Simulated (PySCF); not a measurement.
## Silver: highly charged ions in a basis for the neutral atom

Ag¹⁰⁺ [Kr] 4d1, Ag¹¹⁺ [Kr]. Computed with PySCF 2.14 in x2c-TZVPall, with the spin-free X2C one-electron Hamiltonian (Gaussian nucleus). No spin-orbit coupling, so a gap to NIST mixes the basis error with missing relativistic terms.

Changed run: basis of the neutral atom used for a highly charged ion. This setting is unsound on purpose.

| species | method | sound run (hartree) | changed run (hartree) | converged |
| --- | --- | --- | --- | --- |
| Ag¹⁰⁺ | UHF | not run | -5283.46797 | yes |
| Ag¹⁰⁺ | LDA | not run | -5279.88472 | yes |
| Ag¹⁰⁺ | PBE | not run | -5285.06684 | yes |
| Ag¹¹⁺ | UHF | not run | -5276.56790 | yes |
| Ag¹¹⁺ | LDA | not run | -5272.92819 | yes |
| Ag¹¹⁺ | PBE | not run | -5278.10887 | yes |

Ionisation energy of Ag¹⁰⁺:

```tsv
method	changed run (eV)	NIST (eV)
UHF	187.76	188 ± 2.4
LDA	189.30	188 ± 2.4
PBE	189.34	188 ± 2.4
```

The contracted functions were made for the neutral atom and can be too rigid for a highly charged ion.
